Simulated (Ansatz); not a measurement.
A structure relaxed at PBE-D4/def2-SVP in Ansatz, charge 0, doublet:

Cartesian coordinates in Å:
```
Li 0.693 0.866 2.299
Li 2.214 0.152 -0.038
Li -0.500 1.522 -1.143
Li -0.245 -2.213 -1.287
Li -2.016 -0.833 0.545
Te 0.510 -1.561 1.192
Te 1.333 2.527 0.440
Te -1.989 -0.460 -2.008
```

Question: Give its formula.

Answer: the cluster Li₅Te₃.

Question: Summarise the bond lengths by kind (pairs closer than 1.2 times the sum of covalent radii, bridged metal pairs left out).

Answer: 10 × Li–Te 2.57 to 2.71 Å.

In the def2 sets Te takes a core potential; there is no spin–orbit coupling. The relaxation made no stability test and no search for a lower SCF solution. Another isomer (doublet) lies 0.65 eV lower at PBE0-D4/def2-TZVP; other spin states weren't run for this one.
